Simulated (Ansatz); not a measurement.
Geometry optimisation, RHF/def2-SVP in Ansatz 0.2.0.

Input:

```yaml
crystal:
  periodic: [false, false, false]
  atoms:
    - { symbol: W, position_ang: [-0.11446, -0.091395, 0.037239] }
    - { symbol: F, position_ang: [-0.092317, -0.064938, 1.887948] }
    - { symbol: H, position_ang: [1.329268, 0.12516, -0.777427] }
    - { symbol: H, position_ang: [0.065214, 1.345076, -0.794152] }
    - { symbol: H, position_ang: [-1.522942, 0.542791, -0.602825] }
    - { symbol: H, position_ang: [0.561958, -1.488015, -0.585048] }
    - { symbol: H, position_ang: [-1.208107, -1.221136, -0.531285] }
    - { symbol: S, position_ang: [2.054301, 2.168222, 1.858986] }
    - { symbol: H, position_ang: [3.09287, 1.330734, 1.829589] }
    - { symbol: H, position_ang: [1.293815, 1.357901, 2.658475] }
basis:
  gaussian: { orbitals: def2-SVP }
hamiltonian:
  xc: hf
relax:
  f_tol: 0.03
  max_steps: 50
```

Launched with:

```bash
$ ansatz run input.yaml --threads 1 --pin off --max-ram 2048MiB --backend cpu --events-out ev --progress --plain --runs-dir out
```

**Question.** Where does it end, and by what steps?

**Answer.** The forces met the threshold. After 7 steps the energy has fallen by 0.117 eV; H10 moved furthest, 0.70 Å.

```json
{"step": "0", "energy less start (eV)": "0.0000", "largest force component (eV/Å)": "0.753", "accepted": "yes"}
{"step": "1", "energy less start (eV)": "-0.0740", "largest force component (eV/Å)": "0.321", "accepted": "yes"}
{"step": "2", "energy less start (eV)": "-0.0973", "largest force component (eV/Å)": "0.423", "accepted": "yes"}
{"step": "3", "energy less start (eV)": "-0.1116", "largest force component (eV/Å)": "0.180", "accepted": "yes"}
{"step": "4", "energy less start (eV)": "-0.1159", "largest force component (eV/Å)": "0.070", "accepted": "yes"}
{"step": "5", "energy less start (eV)": "-0.1165", "largest force component (eV/Å)": "0.039", "accepted": "yes"}
{"step": "6", "energy less start (eV)": "-0.1164", "largest force component (eV/Å)": "0.102", "accepted": "no"}
{"step": "7", "energy less start (eV)": "-0.1167", "largest force component (eV/Å)": "0.014", "accepted": "yes"}
```

```xyz
10
Properties=species:S:1:pos:R:3
W -0.231 -0.194 -0.057
F -0.276 -0.211 1.782
H 1.265 0.052 -0.764
H -0.009 1.287 -0.798
H -1.602 0.472 -0.746
H 0.478 -1.564 -0.706
H -1.296 -1.298 -0.724
S 2.194 2.284 1.989
H 3.237 1.456 1.913
H 1.701 1.720 3.094
```

Whether the end is a true minimum wasn't checked by a vibrational analysis.

Time of the run: 20 s on 1 thread of Arm Neoverse V1, on a shared host, peak memory 0.18 GiB.
